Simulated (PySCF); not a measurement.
Tetralin, C10H12, SMILES C1CCc2ccccc2C1, singlet at its GFN2-xTB optimised geometry (Å):

```
22

C     -0.5956     2.9246     2.3655
C      0.5956     2.5412     2.9587
C      1.1821     1.3438     2.5981
C      0.5997     0.5122     1.6477
C     -0.5997     0.8961     1.0538
C     -1.1821     2.1042     1.4218
C     -1.2661     0.0530     0.0000
C     -0.7617    -1.3854     0.0000
C      0.7617    -1.3854     0.0000
C      1.2661    -0.7948     1.3116
H     -1.0646     3.8585     2.6387
H      1.0646     3.1736     3.6982
H      2.1124     1.0411     3.0590
H     -2.1124     2.4001     0.9566
H     -2.3488     0.0751     0.1468
H     -1.0644     0.5041    -0.9780
H     -1.1463    -1.9125    -0.8755
H     -1.1233    -1.9033     0.8913
H      1.1233    -0.7854    -0.8382
H      1.1463    -2.4001    -0.1211
H      1.0644    -1.5014     2.1244
H      2.3488    -0.6519     1.2715
```

Method: PySCF with B3LYP/def2-SVP.

Map of the log10 of the electron density (e/bohr³), floored at −4 on the plane z = 0.6 Å:

```
|000000000001000000000000000|
|000000011222211000000000000|
|000001223333322100000000000|
|000023444444433210000000000|
|000134566655543210000000000|
|000245777776543211000000000|
|001246788877654322100000000|
|001246788888765433210000000|
|000235677888876544321000000|
|000134556789887654431000000|
|000234567899987765432100000|
|001345677899988765433210000|
|001356788999887766544321000|
|002357888998876777665532100|
|001356788888767788776643100|
|001245667888777899877653100|
|000123457888888999876543100|
|000012457899888999765532000|
|000002357999888888754321000|
|000001357898777887653210000|
|000001346777656777643100000|
|000000234565545666542100000|
|000000123343333454431000000|
|000000001222122333210000000|
|000000000000001111100000000|
|000000000000000000000000000|
|000000000000000000000000000|
```
Scale: ten equal steps from -4.00 (start of '0') to -0.556 (end of '9'), in the order '0123456789'; x runs from -4.50 to 4.50, y from -4.50 (bottom) to 4.50 (top).
